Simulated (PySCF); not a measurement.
Computed IR spectrum (relative IR intensity) of a molecule F₂H₆Si₃. Geometry optimised at PBE-D3(BJ)/def2-SVP. The values are those of a single conformer. All values below come from PBE-D3(BJ)/def2-SVP (PySCF 2.14.0). Frequencies are harmonic and unscaled.

Lines under 2 % of the strongest are left out, and lines within 2 cm⁻¹ are merged.

ν (cm⁻¹): 198 (w), 261 (w), 367 (vw), 508 (w), 513 (vw), 549 (m), 802 (s), 813 (vs), 895 (w), 899 (m), 908 (m), 2153 (m), 2157 (w), 2173 (s), 2176 (s) (against the strongest line: vs over 80 %, s over 45 %, m over 15 %, w over 4 %, vw less)

Problem. Which molecule gave these data?
A) F[SiH2][SiH2][SiH2]F
B) F[SiH](F)[SiH2][SiH3]
C) F[Si](F)([SiH3])[SiH3]
D) F[SiH2][Si@H](F)[SiH3]

Solution. C, F[Si](F)([SiH3])[SiH3]
